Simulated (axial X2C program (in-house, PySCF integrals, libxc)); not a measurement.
Ω levels of PmO⁺ from open-shell CI on f4 s0 d(πδ)0

Computed with an axial X2C code built on PySCF integrals: two-component X2C with atomic mean-field Coulomb and Gaunt terms, basis Pm dyall-v3z, O dyall-v3z (cores contracted in-house). Orbitals come from Hartree–Fock averaged over the configuration Pm f4 s0 d(πδ)0; CI then distributes these electrons over the f, s, d(πδ) shells of Pm.

R = 1.739 Å (near the minimum of the configuration average).

Active spinors (ω > 0):

| shell | ω | ε (eV) | character |
| --- | --- | --- | --- |
| f | 5/2 | -3.16 | 100% Pm f |
| f | 3/2 | -3.07 | 99% Pm f |
| f | 1/2 | -3.03 | 96% Pm f, 3% Pm d |
| f | 7/2 | -2.79 | 100% Pm f |
| f | 5/2 | -2.73 | 100% Pm f |
| f | 1/2 | -2.66 | 96% Pm f, 3% Pm d |
| f | 3/2 | -2.65 | 98% Pm f |
| s | 1/2 | -4.95 | 82% Pm s, 13% Pm p, 4% Pm d |
| d(πδ) | 3/2 | -3.17 | 98% Pm d |
| d(πδ) | 5/2 | -3.12 | 99% Pm d |
| d(πδ) | 1/2 | 1.97 | 63% Pm d, 21% Pm s, 5% Pm p |
| d(πδ) | 3/2 | 2.05 | 84% Pm d, 11% Pm f |

Lowest levels of this model:

| Ω | energy (cm⁻¹) | g∥ | configuration |
| --- | --- | --- | --- |
| 2 | 0 | 2.31 | 100% f4 |
| 1 | 45 | 1.12 | 100% f4 |
| 0 | 66 | 0.00 | 100% f4 |
| 3 | 67 | 3.80 | 100% f4 |
| 4 | 631 | 5.94 | 100% f4 |
| 2 | 1441 | 3.60 | 100% f4 |
| 1 | 1460 | 1.81 | 100% f4 |
| 0 | 1473 | 0.00 | 100% f4 |
| 3 | 1496 | 5.27 | 100% f4 |
| 4 | 1801 | 6.64 | 100% f4 |
| 5 | 1984 | 9.91 | 100% f4 |
| 2 | 3039 | 4.30 | 100% f4 |
| 3 | 3050 | 6.33 | 100% f4 |
| 1 | 3058 | 2.17 | 100% f4 |
| 0 | 3067 | 0.00 | 100% f4 |
| 4 | 3169 | 8.15 | 100% f4 |
| 5 | 3432 | 10.36 | 100% f4 |
| 6 | 3606 | 13.57 | 100% f4 |
| 3 | 4754 | 7.06 | 100% f4 |
| 4 | 4773 | 9.25 | 100% f4 |
| 2 | 4773 | 4.75 | 100% f4 |
| 1 | 4793 | 2.38 | 100% f4 |
| 0 | 4801 | 0.00 | 100% f4 |
| 5 | 4901 | 11.33 | 100% f4 |
| 6 | 5171 | 13.79 | 100% f4 |
| 7 | 5454 | 16.97 | 100% f4 |
| 5 | 6547 | 12.36 | 100% f4 |
| 0 | 6634 | 0.00 | 100% f4 |
| 6 | 6656 | 14.58 | 100% f4 |
| 7 | 7002 | 16.96 | 100% f4 |

g∥ is the magnitude of 2⟨Lz + ge Sz⟩ for the +Ω component.

Question: From Ω and g∥ of the lowest level, whose 2⟨Lz + ge Sz⟩ is positive, find ⟨Sz⟩ and ⟨Lz⟩ (ge = 2.0023).

Answer: Ω = ⟨Lz⟩ + ⟨Sz⟩ = 2 and ⟨Lz⟩ + ge⟨Sz⟩ = 1.155, so ⟨Sz⟩ = -0.84 and ⟨Lz⟩ = 2.84.

Occupations of the active spinors in the lowest level by ω, shell by shell in order of energy: -7/2: 0.05; -5/2: 0.27 0.26 0.00; -3/2: 0.36 0.08 0.00 0.00; -1/2: 0.48 0.11 0.00 0.00; 1/2: 0.39 0.09 0.00 0.00; 3/2: 0.73 0.05 0.00 0.00; 5/2: 0.73 0.17 0.00; 7/2: 0.22. The leading determinant has weight 0.21 among 1027.

This point took 1.1 s on 1 thread of AMD EPYC 9B45 (Zen 5) (shared host).

There is no dynamic correlation: spin–orbit spacings and, for f shells, spacings inside one term are the most reliable numbers, splittings between terms come out too wide, and energies between configurations are not reliable, so the lowest level need not be the ground state of the molecule. At most 4 roots were kept for each Ω > 0 (twice that for Ω = 0) within 2.2 eV of the lowest, so higher up levels can be missing between those listed; levels with Ω > 0 are doubly degenerate and listed once, Ω = 0 levels singly. States that fill the shells left empty in the average are placed too high.
